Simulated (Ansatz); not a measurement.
Ideal-gas functions of BrF2HHfO (`[OH][Hf]([F])([F])[Br]`) at 500 K and 1 bar, from an Ansatz frequency run at PBE0-D4/def2-TZVP.

Molar mass 313.4 g/mol, point group Cs (symmetry number 1), electronic degeneracy 1, moments of inertia 178.444, 529.916, 530.83 u Å². Harmonic wavenumbers (cm⁻¹, unscaled): 107, 113, 154, 171, 175, 215, 251, 266, 645, 655, 735, 4013.

Use S(trans) = R[1.5 ln M + 2.5 ln T − 1.1517]; rotational temperatures θ = 24.2544 K / I; S(rot) = R[ln(√π/σ · √(T³/θAθBθC)) + 1.5]; for each mode x = 1.438777 ν̃/T, S = R[x/(eˣ − 1) − ln(1 − e⁻ˣ)] and H = RT x/(eˣ − 1); 1 cm⁻¹ = 0.0119627 kJ/mol; R = 8.31446 J/(mol·K).

Q: By hand: the entropy, in J/(mol·K).

A: Translation 191.3. Rotation: θ = 0.1359, 0.0458, 0.0457 K, giving 128.7. Vibration, mode by mode: 18.14, 17.69, 15.15, 14.29, 14.11, 12.44, 11.20, 10.74, 4.27, 4.18, 3.48, 0.00, in all 125.7. Electronic 0.0. Sum 445.7 J/(mol·K).

Q: By hand: H − E and G − E in kJ/mol, counted from the electronic energy.

A: Zero-point energy ½ × 7500 × 0.0119627 = 44.9; thermal vibration 29.4; translation, rotation and pV give 4 RT = 16.6. H − E = 90.9 kJ/mol, and G − E = 90.9 − 500 × 445.7/1000 = -131.9 kJ/mol.

Vibration gives 28 % of the entropy, 35.8 J/(mol·K) of it from the modes under 150 cm⁻¹: soft modes count most, and the harmonic formula is weakest for them. The sum counts one conformer and one mirror image; others add a mixing term.
